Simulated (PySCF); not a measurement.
**Partial charges of `CCc1nc(SC)ccp1`**

Compound: C₇H₁₀NPS.
Geometry (GFN2-xTB, Å), atoms numbered from 1 in this order:
```
atom  x, y, z in Å
C1    -2.4713   -1.0500   -0.5212
C2    -1.4911   -0.3608   -1.4708
C3    -0.6010    0.5735   -0.6994
N4     0.4396    0.0161   -0.1267
C5     1.3034    0.6846    0.6113
S6     2.6265   -0.2484    1.2963
C7     2.1957   -1.9073    0.7088
C8     1.2516    2.0534    0.8820
C9     0.2380    2.8375    0.3904
P10   -1.0704    2.2643   -0.6088
H11   -1.9289   -1.6335    0.2190
H12   -3.0755   -0.3082   -0.0015
H13   -3.1310   -1.7141   -1.0742
H14   -0.8765   -1.1143   -1.9668
H15   -2.0466    0.2026   -2.2239
H16    2.9651   -2.5761    1.0802
H17    2.1734   -1.9045   -0.3760
H18    1.2227   -2.1800    1.1042
H19    2.0333    2.4813    1.4938
H20    0.2378    3.8946    0.6296
```

Density: PBE0/pcSseg-1 (PySCF); schemes: Mulliken, IAO, Hirshfeld and ESP-fitted. One conformer (not necessarily the lowest) at the GFN2-xTB geometry, without solvent, vibrations or thermal averaging.

Q: Atoms with like bonding are taken together and averaged. For which atoms does the sign change between the 4 schemes (beyond +0.03 e in one, beyond −0.03 e in another)?

A: C3, S6, C9 and P10.

Q: At which atom do the 4 schemes differ most?

A: At P10: from -0.282 (ESP-fitted) to +0.423 e (Mulliken), 0.705 e apart.

Q: What partial charge does each atom carry?

A: In e; atoms taken as equivalent share a row and are averaged (×n: the atom named and its like, n in all):

```tsv
atom	environment	Mulliken	IAO	Hirshfeld	ESP-fitted
C1	methyl carbon	-0.272	-0.411	-0.117	-0.186
C2	benzylic-type carbon	-0.160	-0.261	-0.078	+0.002
C3	substituted aromatic carbon	-0.247	-0.048	+0.026	+0.222
N4	pyridine-type nitrogen	-0.431	-0.296	-0.133	-0.309
C5	substituted aromatic carbon	-0.005	+0.036	+0.049	+0.472
S6	sulfide sulfur	+0.058	+0.168	+0.028	-0.189
C7	S-methyl carbon	-0.351	-0.496	-0.120	-0.373
C8	aromatic CH carbon	+0.004	-0.179	-0.063	-0.619
C9	aromatic CH carbon	-0.349	-0.337	-0.090	+0.204
P10	phosphorus bonded to 2 C	+0.423	+0.270	+0.057	-0.282
H11/H12/H13	methyl hydrogen	+0.119	+0.143	+0.039	+0.059
H14/H15	methylene hydrogen	+0.129	+0.146	+0.040	+0.034
H16/H17/H18	methyl hydrogen	+0.157	+0.167	+0.047	+0.154
H19	aromatic hydrogen	+0.102	+0.162	+0.052	+0.251
H20	aromatic hydrogen	+0.140	+0.170	+0.052	+0.102
```

Mean size of the charges over all atoms: IAO 0.203 e, ESP-fitted 0.196 e, Mulliken 0.182 e, Hirshfeld 0.060 e. Each set sums to the total charge, 0, to within 0.001 e. The Mulliken scheme counts on each atom the diagonal of the density matrix times the overlap matrix over that atom's basis functions. The Hirshfeld scheme divides the density at each point in proportion to the densities of the neutral, spherically averaged free atoms.

Some averages cover members that differ in this geometry: H16/H17/H18, ESP-fitted +0.121 to +0.208; H14/H15, ESP-fitted +0.014 to +0.054 e.

Q: How closely do the schemes follow one another over all atoms?

A: Correlation coefficient and root-mean-square difference: IAO with Hirshfeld 0.96, 0.167 e; Mulliken with IAO 0.91, 0.097 e; Mulliken with Hirshfeld 0.86, 0.164 e; Hirshfeld with ESP-fitted 0.55, 0.219 e; IAO with ESP-fitted 0.40, 0.263 e; Mulliken with ESP-fitted 0.18, 0.301 e.

Q: Sum the charges by element, for elements with more than one atom.

A: 
| element | atoms | Mulliken | IAO | Hirshfeld | ESP-fitted |
| --- | --- | --- | --- | --- | --- |
| C | 7 | -1.379 | -1.696 | -0.392 | -0.280 |
| H | 10 | +1.329 | +1.555 | +0.441 | +1.059 |

Q: How many electrons does the Mulliken scheme count on C2?

A: Z − q = 6 − (-0.160) = 6.160.
